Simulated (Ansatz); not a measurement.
Two isomers of CH5NSeSi: A = `C1N[SiH2][Se]1`, B = `N[SiH2]C=[Se]`.

Computed with Ansatz on PBE0-D4/def2-TZVP structures; ΔE is electronic, products minus reactants. CCSD(T)/CBS is the MP2 limit (def2-TZVPP, def2-QZVPP) plus CCSD(T) − MP2 in def2-TZVPP, frozen cores. DFT in def2-TZVPP. B3LYP here is the variant with VWN-RPA as its local correlation; programs differ in this. For Se outer-core shells are correlated without core-valence functions, which leaves a few kJ/mol of doubt a bond. Scalar relativity is left out up to krypton. One conformer a species, not always the lowest.

Question: Which isomer does CCSD(T)/CBS put lower? Give the gap. (An estimate is asked.)

Answer: Computed: A, by 13.9 kcal/mol.

Question: Give E(B) − E(A) in kcal/mol with CCSD/def2-TZVPP, MP2/def2-TZVPP, r2SCAN-D4, PBE0-D4, CCSD(T)/def2-TZVPP, B3LYP, ωB97M-V. (An estimate is asked.)

Answer: The calculation gave: CCSD/def2-TZVPP 15.0, MP2/def2-TZVPP 15.8, r2SCAN-D4 16.0, PBE0-D4 19.5, CCSD(T)/def2-TZVPP 13.8, B3LYP 12.9, ωB97M-V 17.1. None reverses the order clearly.

Largest T1 diagnostic: 0.014.

From PBE to PBE0 (25 % exact exchange), in def2-TZVPP and without D4, E(B) − E(A) moves by +3.3 kcal/mol.
